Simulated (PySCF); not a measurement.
Si(Me)2 anion (C2H6Si), SMILES C[Si]C (connectivity only; charge and spin as stated), charge -1, multiplicity 2. Atoms are numbered in the order given.

```xyz
9

Si     0.0000     0.0000     0.8114
C     -1.4594     0.0000    -0.5362
H     -2.4582     0.0000    -0.0652
H     -1.4098    -0.8888    -1.1986
H     -1.4098     0.8888    -1.1986
C      1.4594     0.0000    -0.5362
H      1.4098     0.8888    -1.1986
H      1.4098    -0.8888    -1.1986
H      2.4582     0.0000    -0.0652
```
Charge -1, spin multiplicity 2.

Coordinates come from a B3LYP-D3(BJ)/def2-SVPD optimisation. The multiplicity is an assumed one; other spin states were not compared. The isomer is the one that the SMILES or the coordinates give; other isomers of the formula were not compared.

The numbers are results of B3LYP/pcH-1 (PySCF), not measurements.

Unrestricted Kohn–Sham, ⟨S²⟩ = 0.755. Hyperfine tensors hold the contact and dipolar terms, without spin-orbit corrections.

Computed hyperfine couplings:
| nucleus | A(iso) (MHz) | A(iso) (G) | dipolar principal values (MHz) |
|---|---|---|---|
| 29Si no. 1 | -49.8 | -17.8 | -172.9, 82.7, 90.2 |
| 13C no. 2 | -12.8 | -4.6 | -0.9, 0.3, 0.7 |
| 1H no. 3 | 0.2 | 0.1 | -2.8, -1.3, 4.1 |
| 1H no. 4 | 41.3 | 14.7 | -2.8, -1.9, 4.7 |
| 1H no. 5 | 41.3 | 14.7 | -2.8, -1.9, 4.7 |
| 13C no. 6 | -12.8 | -4.6 | -0.9, 0.3, 0.7 |
| 1H no. 7 | 41.3 | 14.7 | -2.8, -1.9, 4.7 |
| 1H no. 8 | 41.3 | 14.7 | -2.8, -1.9, 4.7 |
| 1H no. 9 | 0.2 | 0.1 | -2.8, -1.3, 4.1 |

Question: And the g tensor (effective nuclear charges for spin-orbit coupling, GIAO)? (Estimate from the structure and the level; the computed values follow.)

Answer: principal values 2.0022, 2.0023, 2.0085; isotropic 2.0043.
